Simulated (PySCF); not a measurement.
Choosing a molecule for a target property.

Each SMILES stands for a single optimised conformer of the isolated species, non-relativistic unless stated. Electronic properties by PySCF.

Dipoles, sizes and rotational constants follow the conformer. The torsions of the flexible species, by atom-mapped SMILES:
- `[PH2:1][P:2]1[CH:3]=[C:4]1[c:5]1[cH:6][cH:7][cH:8][cH:9][cH:10]1`: C3–C4–C5–C6 -173°, H–P1–P2–C3 164°, H–P1–P2–C3 -104°
- `[N:1]#[C:2]/[C:3]([CH2:4][OH:5])=[N:6]/[SiH3:7]`: C2–C3–C4–O5 -164°, H–O5–C4–C3 68°
- `[O:1]=[C:2]([CH2:3][O:4][SiH3:5])[SiH2:6][CH2:7][Cl:8]`: O1–C2–C3–O4 180°, C2–C3–O4–Si5 -179°, O1–C2–Si6–C7 1°, C2–Si6–C7–Cl8 178°
- `[CH3:1][C:2]#[C:3][Si@@H:4]([S:5][SiH3:6])[C@H:7]1[CH2:8][C@H:9]1[F:10]`: C3–Si4–S5–Si6 -57°, C3–Si4–C7–C8 19°
- `[CH3:1][c:2]1[cH:3][cH:4][cH:5][cH:6][c:7]1[PH:8][SiH3:9]`: C6–C7–P8–Si9 -90°
- `[CH3:1][N:2]([CH3:3])[C:4](=[PH:5])[N:6]([CH3:7])[CH3:8]`: C1–N2–C4–P5 19°, N2–C4–N6–C7 38°
- `[CH2:1]=[CH:2][O:3][Si@@:4]([OH:5])([SiH3:6])[CH2:7][Cl:8]`: C1–C2–O3–Si4 5°, C2–O3–Si4–O5 -67°, O3–Si4–C7–Cl8 174°, H–O5–Si4–O3 -63°

Problem. Wanted: dipole moment between 2 D and 3.7 D (PBE0/pcSseg-1) and HOMO–LUMO gap below 6.5 eV (PBE0/pcSseg-1), at GFN2-xTB geometries. Which candidate meets both?
A. `CC1=CC=CC=C1P[SiH3]`
B. `PP1C=C1C1=CC=CC=C1`
C. `N#C/C(CO)=N/[SiH3]`
D. `O=C(CO[SiH3])[SiH2]CCl`
E. `CC#C[Si@@H](S[SiH3])[C@H]1C[C@H]1F`

Solution. C. Computed values:
| species | dipole moment | HOMO–LUMO gap |
| --- | --- | --- |
| CC1=CC=CC=C1P[SiH3] | 0.95 D | 6.05 eV |
| PP1C=C1C1=CC=CC=C1 | 1.74 D | 4.53 eV |
| CC#C[Si@@H](S[SiH3])[C@H]1C[C@H]1F | 2.37 D | 6.87 eV |
| N#C/C(CO)=N/[SiH3] | 3.43 D | 5.42 eV |
| O=C(CO[SiH3])[SiH2]CCl | 4.01 D | 5.55 eV |

Problem. Wanted: smallest rotational constant above 0.9 GHz (GFN2-xTB) and HOMO energy above -7 eV (PBE0/pcSseg-1), at GFN2-xTB geometries. Which candidate meets both?
A. `C=CO[Si@@](O)([SiH3])CCl`
B. `PP1C=C1c1ccccc1`
C. `N#C/C(CO)=N/[SiH3]`
D. `CN(C)C(N(C)C)=P`
E. `Cc1ccccc1P[SiH3]`

Solution. D. Computed values:
```csv
species,smallest rotational constant,HOMO energy
PP1C=C1c1ccccc1,0.474 GHz,-6.15 eV
C=CO[Si@@](O)([SiH3])CCl,0.622 GHz,-7.23 eV
Cc1ccccc1P[SiH3],0.703 GHz,-6.64 eV
CN(C)C(N(C)C)=P,1.009 GHz,-5.37 eV
N#C/C(CO)=N/[SiH3],1.062 GHz,-7.74 eV
```
